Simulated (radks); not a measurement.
Results of a calculation; reference values are marked as such.
Problem. Valence configurations of neutral gold (all share [Xe]). Level of theory: Dirac Kohn-Sham, PBE, spin-unpolarised, spherical densities, finite nucleus; open shells fill j = l - 1/2 first; Fermi nuclear charge, rms radius 5.4371 fm (a radial shooting solver on a logarithmic mesh with Libxc functionals). Order these by energy: 4f14 5d9 6s1 6p1; 4f14 5d9 6p2; 4f13 5d10 6s1 6p1; 4f13.5 5d9.5 6s2; 4f14 5d10 6p1; 4f12 5d10 6s1 6p2; 4f14 5d9 6s2; 4f14 5d10 6s0.5 6p0.5; 4f13 5d10 6s2; 4f14 5d10 6s1.

Solution. From the lowest, in eV above it: 4f14 5d10 6s1 0.000; 4f14 5d9 6s2 1.074; 4f14 5d10 6s0.5 6p0.5 2.346; 4f14 5d10 6p1 4.779; 4f14 5d9 6s1 6p1 6.290; 4f14 5d9 6p2 11.780; 4f13.5 5d9.5 6s2 39.282; 4f13 5d10 6s2 80.086; 4f13 5d10 6s1 6p1 85.379; 4f12 5d10 6s1 6p2 186.04. NIST lists [Xe] 4f14 5d10 6s1 as the ground configuration; this level of theory agrees among the configurations tried. The energies are those of spherical spin-averaged densities, not of single terms.
